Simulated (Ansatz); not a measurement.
`C#[C][Ge]([F])([F])[F]`, relaxed with RKS PBE0-D4/def2-TZVP in Ansatz from a PBE-D4/def2-SVP geometry. The force threshold is 0.005 eV/Å; the program also tests the step.

The species carries charge 0 and has multiplicity 1.

Start:

```xyz
7

C    -0.080    1.653    1.241
C    -0.033    0.674    0.506
Ge    0.039   -0.822   -0.616
F    -0.858   -2.157    0.019
F     1.660   -1.379   -0.854
F    -0.608   -0.489   -2.186
H    -0.121    2.520    1.890
```

```
step  energy (eV)  largest force (eV/Å)  largest move (Å)
   1  -66747.4362                 1.867             0.000
   2  -66747.5008                 0.344             0.035
   3  -66747.5078                 0.021             0.011
   4  -66747.5078                 0.009             0.001
   5  -66747.5078                 0.001             0.001
```

End:

```xyz
7

C    -0.079    1.633    1.226
C    -0.033    0.673    0.505
Ge    0.039   -0.814   -0.611
F    -0.844   -2.128    0.015
F     1.634   -1.363   -0.845
F    -0.598   -0.487   -2.156
H    -0.120    2.486    1.866
```

Run time 23 s (4 threads of an Arm Neoverse V1 on a shared host); peak host memory 0.59 GiB.
